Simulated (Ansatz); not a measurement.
Relaxation of C2H6BFN2 (12 atoms, charge 0, multiplicity 1), to a largest force component of 0.015 eV/Å in at most 40 steps.

Method: RKS B3LYP/STO-3G (Ansatz 0.2.0).

```xyz
12
Properties=species:S:1:pos:R:3
N -1.634 0.367 1.195
C -0.792 -0.351 0.660
C -0.467 -1.710 1.217
N 0.709 -2.342 0.512
B -1.693 -2.725 0.960
F -2.180 -3.010 -0.377
H -2.186 0.107 2.015
H -0.293 -0.015 -0.231
H -0.332 -1.646 2.263
H 1.520 -1.658 0.775
H 0.598 -2.230 -0.500
H -2.283 -3.205 1.861
```

Problem. Where does it end, and by what steps?

Solution. The run converged. Limits of this set-up: minimal basis. After 21 steps the energy has fallen by 1.502 eV; H7 moved furthest, 0.92 Å.

```json
{"step": "0", "energy less start (eV)": "0.0000", "largest force component (eV/Å)": "6.733", "accepted": "yes"}
{"step": "1", "energy less start (eV)": "-1.0777", "largest force component (eV/Å)": "2.810", "accepted": "yes"}
{"step": "2", "energy less start (eV)": "-1.2187", "largest force component (eV/Å)": "1.616", "accepted": "yes"}
{"step": "3", "energy less start (eV)": "-1.2560", "largest force component (eV/Å)": "1.220", "accepted": "yes"}
{"step": "4", "energy less start (eV)": "-1.3949", "largest force component (eV/Å)": "0.408", "accepted": "yes"}
{"step": "5", "energy less start (eV)": "-1.4179", "largest force component (eV/Å)": "0.172", "accepted": "yes"}
{"step": "6", "energy less start (eV)": "-1.4296", "largest force component (eV/Å)": "0.174", "accepted": "yes"}
{"step": "7", "energy less start (eV)": "-1.4434", "largest force component (eV/Å)": "0.247", "accepted": "yes"}
{"step": "8", "energy less start (eV)": "-1.4551", "largest force component (eV/Å)": "0.382", "accepted": "yes"}
{"step": "9", "energy less start (eV)": "-1.4632", "largest force component (eV/Å)": "0.403", "accepted": "yes"}
{"step": "10", "energy less start (eV)": "-1.4790", "largest force component (eV/Å)": "0.247", "accepted": "yes"}
{"step": "11", "energy less start (eV)": "-1.4850", "largest force component (eV/Å)": "0.274", "accepted": "yes"}
{"step": "12", "energy less start (eV)": "-1.4928", "largest force component (eV/Å)": "0.300", "accepted": "yes"}
{"step": "13", "energy less start (eV)": "-1.4960", "largest force component (eV/Å)": "0.218", "accepted": "yes"}
{"step": "14", "energy less start (eV)": "-1.4984", "largest force component (eV/Å)": "0.131", "accepted": "yes"}
{"step": "15", "energy less start (eV)": "-1.4996", "largest force component (eV/Å)": "0.245", "accepted": "yes"}
{"step": "16", "energy less start (eV)": "-1.5009", "largest force component (eV/Å)": "0.099", "accepted": "yes"}
{"step": "17", "energy less start (eV)": "-1.5015", "largest force component (eV/Å)": "0.050", "accepted": "yes"}
{"step": "18", "energy less start (eV)": "-1.5017", "largest force component (eV/Å)": "0.052", "accepted": "yes"}
{"step": "19", "energy less start (eV)": "-1.5013", "largest force component (eV/Å)": "0.118", "accepted": "no"}
{"step": "20", "energy less start (eV)": "-1.5017", "largest force component (eV/Å)": "0.036", "accepted": "yes"}
{"step": "21", "energy less start (eV)": "-1.5019", "largest force component (eV/Å)": "0.012", "accepted": "yes"}
```

```xyz
12
Properties=species:S:1:pos:R:3
N -1.380 0.663 1.394
C -1.003 -0.372 0.678
C -0.592 -1.798 1.165
N 0.773 -2.238 0.629
B -1.741 -2.850 0.762
F -1.571 -3.646 -0.265
H -1.387 0.329 2.421
H -0.936 -0.216 -0.418
H -0.514 -1.756 2.270
H 1.411 -1.399 0.772
H 0.660 -2.248 -0.428
H -2.754 -2.888 1.369
```

Whether the end is a true minimum wasn't checked by a vibrational analysis.

The run took 110 s on 1 thread of Arm Neoverse N1, on a shared host, peak memory 0.14 GiB.
